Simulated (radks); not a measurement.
Effect of the nuclear size on the europium ion Eu3+, [Xe] 4f6. All-electron calculation, Dirac Kohn-Sham, PBE, spin-unpolarised, spherical densities, finite nucleus; open shells fill j = l - 1/2 first; Fermi nuclear charge, rms radius 5.1115 fm. Program: a radial shooting solver on a logarithmic mesh with Libxc functionals. The rms radius is varied about that value; shifts are against it.

rms radius (fm)  total energy shift (eV)  density at nucleus (e/bohr^3)  1s1/2 shift (meV)  2s1/2 shift (meV)  4p1/2 shift (meV)  5s1/2 shift (meV)  5p1/2 shift (meV)  4f5/2 shift (meV)  6s1/2 (empty) shift (meV)
4.2017                             -6.14                      6.078e+05              -2530               -324              0.458              -2.69              0.140              0.420                     -0.506
4.7741                             -2.38                       5.89e+05               -984               -126              0.178              -1.04              0.054              0.163                     -0.196
5.1115                                 0                      5.792e+05              0.000              0.000              0.000              0.000              0.000              0.000                      0.000
5.6022                              3.68                      5.662e+05               1520                194             -0.274               1.61             -0.084             -0.252                      0.303
6.2207                              8.68                      5.518e+05               3580                458             -0.645               3.81             -0.198             -0.594                      0.715

Slopes of the eigenvalues against <r^2> in GHz/fm^2, as finite differences over the two radii next to the reference (eigenvalue slopes, not the field-shift constants of lines): 1s1/2 70500, 2s1/2 9000, 4p1/2 -12.7, 5s1/2 74.8, 5p1/2 -3.89, 4f5/2 -11.7, 6s1/2 (empty) 14.1.
